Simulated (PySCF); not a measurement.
Si(H)(Cl)3 cation (Cl3HSi), SMILES Cl[SiH](Cl)Cl (connectivity only; charge and spin as stated), charge +1, multiplicity 2. Atoms are numbered in the order given.

```xyz
5

Si     0.0000     0.0000     0.1993
Cl    -1.7121    -0.9885    -0.0906
Cl     0.0000     1.9770    -0.0906
Cl     1.7121    -0.9885    -0.0906
H      0.0000     0.0000     1.8317
```
Charge +1, spin multiplicity 2.

Geometry optimised at PBE0-D3(BJ)/def2-SVP. The spin state was assumed, not searched. The isomer is the one that the SMILES or the coordinates give; other isomers of the formula were not compared.

The numbers are results of PBE/def2-TZVPD (PySCF), not measurements.

Mulliken values depend strongly on the basis, most of all with diffuse functions as here. Atomic charges (e):

| atom | meta-Löwdin | Mulliken | Mulliken spin |
|---|---|---|---|
| Si1 | [?] | 0.76 | 0.06 |
| Cl2 | [?] | 0.02 | 0.20 |
| Cl3 | [?] | 0.02 | 0.20 |
| Cl4 | [?] | 0.02 | 0.20 |
| H5 | [?] | 0.18 | 0.35 |

Complete the blanks. (Estimate from the structure and the level; the computed values follow.)


- Si1, meta-Löwdin: 0.83
- Cl2, meta-Löwdin: 0.01
- Cl3, meta-Löwdin: 0.01
- Cl4, meta-Löwdin: 0.01
- H5, meta-Löwdin: 0.15
